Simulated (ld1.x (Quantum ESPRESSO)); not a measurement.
# technetium: one change to a TM potential, before and after

| Item | Value |
| --- | --- |
| Element | technetium (Tc) |
| Generator | ld1.x (Quantum ESPRESSO) 7.5 |
| Type | norm-conserving Troullier–Martins (Kleinman–Bylander form) |
| Functional | revPBE |
| Relativity | scalar-relativistic |
| Frozen core | [Kr] |
| Valence charge | 7 |
| Reference configuration | 4d5 5s1.5 5p0 (charge +0.5) |
| Partial waves | 5p (bound, empty): rc 2.50 bohr; 4d (bound): rc 1.50 bohr; 5s (bound): rc 2.55 bohr |
| Local potential | the s channel |
| Core correction | a·sin(br)/r model core inside 1.45 bohr |

Change: local potential all-electron potential smoothed inside 1.25 bohr (lloc = -1).

Cutoffs: the cutoffs (Ry, on a coarse ladder) from which the occupation-weighted sum of valence levels, in a spherical-Bessel basis at the reference potential, stays within 10 and 1 mRy of its value at 400 Ry; they do not see the model core or the augmentation charge, which bear on the density cutoff. Errors are all-electron minus pseudo energies relative to the spin-unpolarised reference configuration.

Question: Predict the effect on cutoff, ghosts and configuration errors.

Answer: The potential gets neither clearly harder nor softer (50 Ry and 60 Ry → 50 Ry and 60 Ry); a bound ghost appears in p, s, which as a rule spoils a file; the number of tests that count goes from 7 to 6; of the 6 tests that both files solve, the error grows in 0 and shrinks in 5 by more than 15 % and 0.3 meV (median size 16.6 → 8.2 meV); the range in which the s phases agree narrows (upper end 2.2 → 0.4); the range in which the p phases agree narrows (upper end 2.9 → 0.3). In the separable form a ghost depends on how the local part lies against the semilocal potential of the channel, so the choice of the local part can create or remove one.

| quantity | base | changed |
| --- | --- | --- |
| cutoff, loose | 50 Ry | 50 Ry |
| cutoff, tight | 60 Ry | 60 Ry |
| bound ghosts | none | s, p |
| tests counted (converged, no solver errors) | 7 of 7 | 6 of 7 |
| error for 4d5 5s2 5p0, meV [ΔE -3.24 eV] | -0.9 | -0.4 |
| error for 4d5 5s1 5p0, meV [ΔE 4.82 eV] | -3.3 | -2.7 |
| error for 4d5 5s0 5p0, meV [ΔE 19.52 eV] | -38 | -34 |
| error for 4d5 5s0 5p2, meV [ΔE 4.42 eV] | -7.4 | -6.1 |
| error for 4d5.5 5s1.5 5p0, meV [ΔE -3.89 eV] | -26 | -10 |
| error for 4d6 5s0 5p0, meV [ΔE 2.77 eV] | -183 | -133 |
| s: phases at 2.74 bohr within 0.05 rad from the reference energy up to (Ry; the scan ends near 5) | 2.2 | 0.4 |
| p: phases at 2.74 bohr within 0.05 rad from the reference energy up to (Ry; the scan ends near 5) | 2.9 | 0.3 |
| d: phases at 2.74 bohr within 0.05 rad from the reference energy up to (Ry; the scan ends near 5) | 0.5 | to the end of the scan |

Changed file: Tests not counted: 4d4 5s2 5p0 (solver errors, printed error -263 eV). A true bound ghost makes a file unfit for plane-wave use even where its test errors are small: the radial tests pick states by their node count and pass the ghost by. Where a test does run into it, the solver fails or the error is huge.
